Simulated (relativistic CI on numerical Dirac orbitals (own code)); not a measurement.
## Tl IV: what numerical and physical settings do to a radial Dirac CI calculation

Reference input:

```
atom Tl  Z=81  charge=3  electrons=78
nucleus A=205  rms_radius_fm=5.4759
hamiltonian dirac-coulomb  breit=on  qed=on  c_scale=1
orbitals kli  potential=per-configuration
slater_scale 1
correlation none
mixing on
grid step=0.0125 r_max=64.9
scf mixing=0.4 start=green max_iterations=150 tolerance=2e-08 node_fill=0.05
configurations
  [Xe] 4f14 5d10
  [Xe] 4f14 5d9 6s
end
```

Computed lowest total energy -20232.95360 Ha, first excitation 76430.6 cm⁻¹, 25 SCF steps. Runs with settings changed; * marks those that are bad on purpose (the QED terms keep the true α when c is scaled):

```
                                                        Changed        Outcome  Lowest level   ΔE (Ha)  First excitation (cm⁻¹)  SCF steps                                                                                                Message
       nuclear radius 7.1187 fm, SCF mixing 0.7, Breit term off      converged      5d¹⁰ ¹S0       -21                  76089.7         22                                                                                                       
Slater scale 1.2, end of the grid at 32.45 bohr, Breit term off      converged      5d¹⁰ ¹S0     -23.7                  75485.2         25                                                                                                       
                                                 Breit term off      converged      5d¹⁰ ¹S0     -23.7                  76010.7         25                                                                                                       
                           Slater scale 0.6, speed of light × 2      converged      5d¹⁰ ¹S0      1000                 120841.3         25                                                                                                       
                                             SCF mixing 0.001 *      converged      5d¹⁰ ¹S0  2.94e-09                  76430.6         43                                                                                                       
                                         speed of light × 0.4 *  not converged                                                           1  SCF of 1s2 2s2 2p6 3s2 3p6 3d10 4s2 4p6 4d10 4f14 5s2 5p6 5d10 stopped: an orbital could not be found
```

With so few configurations and no correlation, terms lie too far apart (by 10 to 50 % near neutrality), their order can be wrong, and levels of other configurations are missing.
